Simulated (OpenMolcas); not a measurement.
## Cs I: effect of the basis set

```
Program             : OpenMolcas 26.06
Method              : SS-CASPT2, IPEA 0.25 Eh, imaginary shift 0.1 Eh (closed shells correlated: 5s 5p)
Active space        : 1 electron in 4 orbitals (6s 6p)
State averaging     : 2S+1 = 2 even, 1 root; 2S+1 = 2 odd, 3 roots
Spin-orbit coupling : state interaction with AMFI integrals over the reference wave functions, term energies averaged over their components
```

A. ANO-RCC-VDZP [7s6p3d1f], DKH2, point nucleus; CASPT2 step of the order of 0.6 core-seconds
B. ANO-R2 [7s6p4d1f1g], X2C, finite nucleus; CASPT2 step of the order of 0.7 core-seconds
C. ANO-RCC-VTZP [8s7p4d2f1g], X2C, point nucleus; CASPT2 step about 1.6 core-seconds
D. ANO-RCC-VTZP [8s7p4d2f1g], DKH2, point nucleus; CASPT2 step roughly 0.8 core-seconds
E. ANO-R3 [8s7p4d2f1g1h], X2C, finite nucleus; CASPT2 step about 0.8 core-seconds
F. ANO-RCC-VQZP [9s8p5d3f2g], DKH2, point nucleus; CASPT2 step of the order of 1.3 core-seconds

Energies in cm⁻¹ above 6s ²S_1/2, the measured ground level; measured values from NIST Handbook of Basic Atomic Spectroscopic Data.

| Level | A | B | C | D | E | F | Measured |
| --- | --- | --- | --- | --- | --- | --- | --- |
| 6s ²S_1/2 | 0.0 | 0.0 | 0.0 | 0.0 | 0.0 | 0.0 | 0.0 |
| 6p ²P°_1/2 | 10051 | 18227 | 10781 | 10771 | 18248 | 11015 | 11178 |
| 6p ²P°_3/2 | 10360 | 19171 | 11087 | 11078 | 19198 | 11313 | 11732 |

Deviations, from unrounded energies. A percentage is the sum of absolute deviations over the sum of measured energies, with the sign that they share, or ± where signs differ.

```tsv
Against measurement	Levels	A	B	C	D	E	F
mean absolute deviation (cm-1)	2	1200	7200	520	530	7300	290
other configurations (%)	2	-10.9	+63.2	-4.6	-4.6	+63.4	-2.5
```

F lies closest to measurement on these levels and E furthest from it. The largest miss of F in the table is 6p ²P°_3/2, by -420 cm-1. The ranking rests on the paired levels alone, and a cruder setting can come out closer through cancelling errors.

Among A to F the level of the table that moves most is 6p ²P°_3/2, by 8800 cm-1 (lowest in A, highest in E).

ANO sets are built for ground and valence states and can reach diffuse excited orbitals poorly. With one active electron, CASPT2 adds the correlation within the correlated inactive shells and between them and that electron, and leaves the splitting within a term as the reference gives it. The ANO-R sets hold no well-fitted valence p shell for this element, so s → p excitations can come out far too high (holds for B; E). Measured partners are found by configuration, term and J. A level has none where our copy of the source lacks it or the pairing is in doubt (some pairs that miss far off the trend of their configuration count as doubtful), and it then counts in no deviation. Levels of configurations outside the active space are missing.

° marks odd parity.
